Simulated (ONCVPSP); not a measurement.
**Tl: excitation energies, all-electron against ONCV**

- Element: Tl (Z = 81)
- Generator: ONCVPSP 4.0.1
- Type: optimised norm-conserving Vanderbilt (ONCV)
- Functional: PBE
- Relativity: fully relativistic
- Frozen core: [Kr] 4d10 4f14 5s2
- Valence charge: 19
- Reference configuration: 5p6 5d10 6s2 6p0.5 (charge +0.5)
- Partial waves: 6s: rc 2.20 bohr, ncon 4, nbas 7, qcut 2.7 1/bohr, 2 projectors, debl 2.3 Ha; 5p+6p: rc 1.80 bohr, ncon 5, nbas 9, qcut 9.2 1/bohr, 2 projectors; 5d: rc 2.15 bohr, ncon 3, nbas 7, qcut 6.8 1/bohr, 2 projectors, debl 3 Ha; f scattering state at 0.15 Ha: rc 2.40 bohr, ncon 4, nbas 8, qcut 4.6 1/bohr, 2 projectors, debl 1.7 Ha
- Local potential: polynomial inside 1.20 bohr (lpopt 5, dvloc0 4 Ha)
- Core correction: Teter function, fcfact 4.5, rcfact 1.05

Open shells are filled in proportion to 2j + 1.

Energies are relative to the spin-unpolarised reference configuration 5p6 5d10 6s2 6p0.5; without spin polarisation the order of configurations can differ from experiment.

Problem. Give the all-electron excitation energy and the error of the potential for: 5p6 5d10 6s2 6p1; 5p6 5d10 6s2 6p0; 5p6 5d10 6s1 6p0; 5p6 5d9 6s2 6p1.

Solution.

```csv
valence configuration,charge,ΔE all-electron (eV),error AE − PS (meV)
5p6 5d10 6s2 6p1,0,-1.901,0.0
5p6 5d10 6s2 6p0,+1,3.372,0.0
5p6 5d10 6s1 6p0,+2,24.158,-5.5
5p6 5d9 6s2 6p1,+1,19.305,+32
```

Note: ghosts flagged at negative energy: s at -80.4 eV; GHOST(+) flags only above 600 eV. A true bound ghost makes a file unfit for plane-wave use.
